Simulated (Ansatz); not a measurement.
Computed with Ansatz on PBE0-D4/def2-TZVP structures; ΔE is electronic, products minus reactants. CCSD(T)/CBS is the MP2 limit (def2-TZVPP, def2-QZVPP) plus CCSD(T) − MP2 in def2-TZVPP, frozen cores. This one scheme is used for every species. Functionals use def2-TZVPP. One conformer a species, not always the lowest.

Reaction (hydrogenolysis of a C–O bond): `NC(F)O[SiH3]` + H₂ → `NCF` + `O[SiH3]`

```
   level  ΔE (kJ/mol)
 BLYP-D4        -51.3
BHLYP-D4        -57.0
```

What does CCSD(T)/CBS give? (An estimate is asked.)

The calculation gave: -58.3 kJ/mol. The listed levels differ from it by 7.0, 1.3 kJ/mol.

Largest T1 diagnostic among the species: 0.012.

Leaving LDA and LC-ωPBE aside and taking each functional with its dispersion term where it has one, the values, not all of them listed here, spread over 12.4 kJ/mol, from B2PLYP to revPBE-D4. LDA lies +16.3 kJ/mol from PBE without D4. The D4 term adds +10.4 kJ/mol with B3LYP and +5.8 kJ/mol with PBE0; it sums over pairs of atoms, weighted by their polarisabilities, and B3LYP, whose exchange is more repulsive, gets the larger term. In def2-TZVPP, CCSD(T) changes the Hartree–Fock value by +13.0 kJ/mol (the triples alone add +4.7 kJ/mol) and MP2 by +12.4 kJ/mol.

B3LYP here is the variant with VWN-RPA as its local correlation; programs differ in this.
